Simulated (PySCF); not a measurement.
**Two-component Hartree-Fock for Gd(42+) (gadolinium, charge +42)**

Start: [Ar] 3d4; 3d3/2 filled at m_j = -3/2, -1/2, +1/2, +3/2. Calculated with PySCF 2.14 in an uncontracted even-tempered set (16 s from 9.4 bohr⁻², ratio 2.8; 12 p from 12 bohr⁻², ratio 2.8; 8 d from 12 bohr⁻², ratio 2.8; 3 f from 40 bohr⁻², ratio 3): generalised Hartree-Fock with the X2C-1e Hamiltonian and a Gaussian nucleus; one run each with spin-orbit coupling (SO) switched off, then screened by Boettger's factors.

| spinor shell | electrons | ε, spin-free (eV) | ε, screened SO (eV) | weight of nominal j (screened SO) | rms radius, screened SO (bohr) |
| --- | --- | --- | --- | --- | --- |
| 1s1/2 | 2 | -52830.4 | -52817.0 | 1.000 | 0.0249 |
| 2s1/2 | 2 | -10723.5 | -10717.5 | 1.000 | 0.100 |
| 2p1/2 | 2 | -9798.4 | -10302.9 | 1.000 | 0.0858 |
| 2p3/2 | 4 | -9798.4 | -9575.8 | 1.000 | 0.0918 |
| 3s1/2 | 2 | -3906.8 | -3904.8 | 1.000 | 0.249 |
| 3p1/2 | 2 | -3610.6 | -3744.3 | 1.000 | 0.238 |
| 3p3/2 | 4 | -3610.6 | -3550.6 | 1.000 | 0.250 |
| 3d3/2 | 4 | -3304.6 | -3315.6 | 1.000 | 0.217 |

```
   quantity    spin-free  screened SO
E (hartree)  -9859.04389  -9868.70179
        M_J            0            0
       ⟨J²⟩        4.001        0.000
       ⟨L²⟩        6.001        2.431
       ⟨S²⟩        6.000        2.431
```

Breit and QED terms are absent; they matter most for the inner s and p1/2 levels.

Densities and radii are taken from the X2C orbitals without a picture-change correction, which distorts them close to the nucleus.

Without spin-orbit coupling the j labels of p, d and f shells carry no meaning; the spin-free column gives the mean over the occupied spinors of each nl shell, and its ⟨J²⟩ belongs to a mixture of degenerate components.
